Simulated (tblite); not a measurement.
Record of a relaxation.

C4H11F3OSi2.
Bonds: C1–O2, O2–C3, C3–C4, C4–Si5, C4–Si6, C4–C7, C7–F8, C7–F9, C7–F10. Hydrogens: H11, H12, H13 on C1; H14, H15 on C3; H16, H17, H18 on Si5; H19, H20, H21 on Si6.

Computed with GFN2-xTB (tblite), gas phase: L-BFGS steps from a force-field or distance-geometry start until the largest atomic force falls under 0.01 eV/Å. 6 of its 128 geometries are shown.

Step 0: E = -976.5237 eV, largest atomic force 1.894 eV/Å
```
atom  x, y, z in Å  |  force x, y, z in eV/Å
C1      2.716   -0.852    0.796    0.153   0.153   0.850
O2      1.323   -1.053    0.636    1.205  -0.545  -0.244
C3      0.852    0.149    0.166   -0.588   0.851   0.434
C4     -0.634    0.169   -0.085   -0.313  -0.144   0.733
Si5    -1.136   -1.137   -1.323   -0.499  -1.528  -0.796
Si6    -1.049    1.818   -0.839   -0.161   1.883  -0.122
C7     -1.450   -0.069    1.169    0.714  -0.741   0.146
F8     -2.789   -0.041    0.849    1.231   0.234   1.095
F9     -1.154    0.827    2.188   -0.858  -1.002  -1.124
F10    -1.208   -1.336    1.720   -0.600   1.665  -0.533
H11     2.840   -0.005    1.526    0.219  -0.700  -0.223
H12     3.232   -1.757    1.160   -0.509   0.369  -0.177
H13     3.165   -0.497   -0.139    0.052  -0.283  -0.079
H14     1.383    0.444   -0.763   -0.171  -0.014   0.114
H15     1.085    0.908    0.946   -0.011   0.217  -0.266
H16    -0.231   -2.276   -1.111   -0.169   0.131  -0.147
H17    -1.042   -0.593   -2.711    0.067  -0.205   0.464
H18    -2.545   -1.543   -1.078    0.472   0.133  -0.165
H19    -0.816    1.832   -2.292   -0.020  -0.091   0.182
H20    -2.434    2.171   -0.520    0.114  -0.034  -0.073
H21    -0.119    2.857   -0.296   -0.326  -0.348  -0.068
```

Step 25: E = -977.1476 eV, largest atomic force 0.196 eV/Å
```
atom  x, y, z in Å  |  force x, y, z in eV/Å
C1      2.692   -0.945    0.791    0.133  -0.018  -0.011
O2      1.329   -0.964    0.457    0.170   0.065   0.073
C3      0.857    0.306    0.097   -0.065  -0.014   0.008
C4     -0.640    0.229   -0.174   -0.124  -0.014   0.052
Si5    -1.028   -1.286   -1.296   -0.063  -0.052  -0.060
Si6    -1.201    1.945   -0.808   -0.005   0.111  -0.015
C7     -1.362   -0.021    1.113   -0.003  -0.001   0.074
F8     -2.707    0.064    0.982    0.027   0.029  -0.086
F9     -1.059    0.867    2.086    0.043   0.056   0.011
F10    -1.156   -1.230    1.655    0.089  -0.087   0.021
H11     2.900   -0.222    1.594   -0.075  -0.076  -0.058
H12     2.958   -1.944    1.131   -0.044   0.000  -0.037
H13     3.302   -0.675   -0.083   -0.007  -0.027   0.048
H14     1.388    0.670   -0.800   -0.086  -0.061  -0.040
H15     1.076    1.028    0.902   -0.055  -0.019   0.039
H16    -0.209   -2.448   -0.987    0.002   0.051   0.019
H17    -0.822   -0.822   -2.675    0.049  -0.012   0.069
H18    -2.442   -1.617   -1.104    0.037   0.061  -0.027
H19    -0.896    1.965   -2.238    0.007   0.033  -0.001
H20    -2.613    2.195   -0.545    0.030  -0.056  -0.032
H21    -0.373    2.925   -0.095   -0.059   0.031  -0.047
```

Step 51: E = -977.2275 eV, largest atomic force 0.125 eV/Å
```
atom  x, y, z in Å  |  force x, y, z in eV/Å
C1      2.648   -1.077    0.708    0.008   0.002  -0.045
O2      1.317   -0.938    0.281    0.076  -0.011  -0.039
C3      0.890    0.381    0.041    0.002  -0.029   0.018
C4     -0.620    0.311   -0.119   -0.008  -0.035  -0.055
Si5    -0.959   -1.232   -1.217   -0.052   0.002  -0.029
Si6    -1.359    1.925   -0.826    0.069  -0.005  -0.036
C7     -1.238    0.052    1.213   -0.036   0.017  -0.012
F8     -2.585   -0.008    1.133   -0.058  -0.009   0.036
F9     -0.985    1.015    2.131    0.019   0.057  -0.023
F10    -0.871   -1.096    1.806   -0.017  -0.017   0.022
H11     2.825   -0.517    1.637   -0.020  -0.057  -0.059
H12     2.798   -2.144    0.886    0.011   0.124  -0.007
H13     3.351   -0.726   -0.058   -0.015  -0.012   0.016
H14     1.352    0.772   -0.882   -0.018  -0.008   0.034
H15     1.191    1.042    0.866   -0.026   0.025   0.082
H16    -0.541   -2.477   -0.600   -0.007  -0.020  -0.007
H17    -0.272   -0.910   -2.470    0.048  -0.084   0.024
H18    -2.404   -1.265   -1.476    0.037   0.031   0.032
H19    -0.790    2.046   -2.169   -0.001   0.033   0.002
H20    -2.809    1.793   -0.873   -0.009   0.024   0.010
H21    -0.946    3.070   -0.013   -0.002  -0.029   0.037
```

Step 76: E = -977.2753 eV, largest atomic force 0.080 eV/Å
```
atom  x, y, z in Å  |  force x, y, z in eV/Å
C1      2.664   -1.073    0.575    0.006  -0.006   0.004
O2      1.330   -0.951    0.156   -0.002  -0.020  -0.018
C3      0.867    0.375    0.085    0.004   0.002   0.009
C4     -0.636    0.295   -0.115   -0.013   0.060  -0.017
Si5    -0.938   -1.290   -1.165   -0.029   0.048   0.012
Si6    -1.339    1.925   -0.821   -0.041   0.040  -0.048
C7     -1.276    0.091    1.218   -0.010  -0.004   0.009
F8     -2.616   -0.024    1.136   -0.025   0.007  -0.024
F9     -1.060    1.125    2.071   -0.036   0.014   0.015
F10    -0.868   -0.996    1.895    0.031  -0.029  -0.012
H11     2.799   -0.577    1.543    0.069  -0.032   0.024
H12     2.871   -2.136    0.677   -0.023  -0.001  -0.015
H13     3.358   -0.632   -0.151   -0.022   0.017  -0.024
H14     1.346    0.900   -0.757   -0.019  -0.024  -0.025
H15     1.129    0.923    1.002   -0.003   0.016   0.049
H16    -0.779   -2.506   -0.386    0.024  -0.007   0.007
H17    -0.046   -1.187   -2.314    0.047  -0.010  -0.003
H18    -2.323   -1.194   -1.647    0.015   0.008   0.043
H19    -0.687    2.149   -2.113    0.010  -0.037   0.040
H20    -2.781    1.767   -0.978    0.013   0.019   0.010
H21    -1.026    3.033    0.088    0.001  -0.063  -0.035
```

Step 102: E = -977.3043 eV, largest atomic force 0.087 eV/Å
```
atom  x, y, z in Å  |  force x, y, z in eV/Å
C1      2.680   -1.077    0.412    0.001  -0.011   0.030
O2      1.290   -0.944    0.261    0.029  -0.001  -0.002
C3      0.832    0.385    0.246    0.017   0.015  -0.015
C4     -0.654    0.314   -0.050    0.003   0.019  -0.034
Si5    -0.860   -1.305   -1.075   -0.015   0.014   0.032
Si6    -1.278    1.928   -0.856    0.023  -0.004  -0.027
C7     -1.402    0.115    1.223    0.018  -0.007   0.003
F8     -2.716   -0.110    1.020   -0.006   0.029   0.003
F9     -1.349    1.188    2.054   -0.009   0.006  -0.025
F10    -0.972   -0.915    1.971    0.000  -0.031   0.044
H11     3.003   -0.715    1.395   -0.013   0.016   0.014
H12     2.904   -2.138    0.329    0.007   0.017  -0.037
H13     3.216   -0.513   -0.362   -0.002  -0.059  -0.019
H14     1.346    0.945   -0.551    0.038   0.015  -0.024
H15     1.056    0.887    1.198   -0.029  -0.002   0.060
H16    -0.760   -2.501   -0.255    0.015   0.018  -0.005
H17     0.097   -1.250   -2.173    0.020   0.020  -0.019
H18    -2.217   -1.212   -1.626   -0.027  -0.016  -0.020
H19    -0.587    2.046   -2.145   -0.025  -0.020   0.081
H20    -2.720    1.833   -1.026   -0.045   0.012  -0.007
H21    -0.920    3.055    0.010   -0.001  -0.029  -0.034
```

Step 127: E = -977.3099 eV, largest atomic force 0.009 eV/Å
```
atom  x, y, z in Å  |  force x, y, z in eV/Å
C1      2.681   -1.088    0.385   -0.002   0.003  -0.001
O2      1.291   -0.940    0.260   -0.003   0.004   0.001
C3      0.830    0.389    0.283   -0.001   0.004  -0.001
C4     -0.653    0.316   -0.037    0.002   0.004   0.001
Si5    -0.836   -1.298   -1.071   -0.005  -0.001   0.003
Si6    -1.283    1.916   -0.864    0.003  -0.003  -0.003
C7     -1.419    0.128    1.227    0.006  -0.001   0.001
F8     -2.733   -0.084    1.010    0.007  -0.002   0.003
F9     -1.368    1.210    2.048    0.000  -0.004  -0.006
F10    -1.008   -0.899    1.991   -0.007  -0.006  -0.002
H11     3.027   -0.711    1.354    0.004   0.004  -0.002
H12     2.891   -2.153    0.313   -0.008   0.003  -0.001
H13     3.208   -0.553   -0.415    0.002  -0.001   0.001
H14     1.358    0.980   -0.482    0.002  -0.001   0.003
H15     1.028    0.853    1.261    0.000  -0.005   0.000
H16    -0.697   -2.500   -0.267    0.000   0.001  -0.002
H17     0.106   -1.193   -2.182   -0.003  -0.001   0.008
H18    -2.201   -1.243   -1.612    0.002   0.002  -0.001
H19    -0.604    1.994   -2.158    0.001   0.003   0.005
H20    -2.731    1.840   -1.016   -0.001   0.000   0.000
H21    -0.898    3.055   -0.029   -0.001  -0.001  -0.006
```

**Question.** Summarise the path.

**Answer.** The energy falls by 0.7861 eV from step 0 to step 127; nine tenths of that is first reached at step 53. It never rises by more than 0.2 meV. The largest force goes from 1.894 to 0.009 eV/Å. Among the bonds C4–Si5 changes most (a near tie, within 0.001 Å, with another), from 1.868 to 1.925 Å; the atoms move by 0.621 Å rms after alignment.

What follows is the cost of the whole relaxation. On one thread, Arm Neoverse V2 (aarch64), shared host, this took 1.1 s.
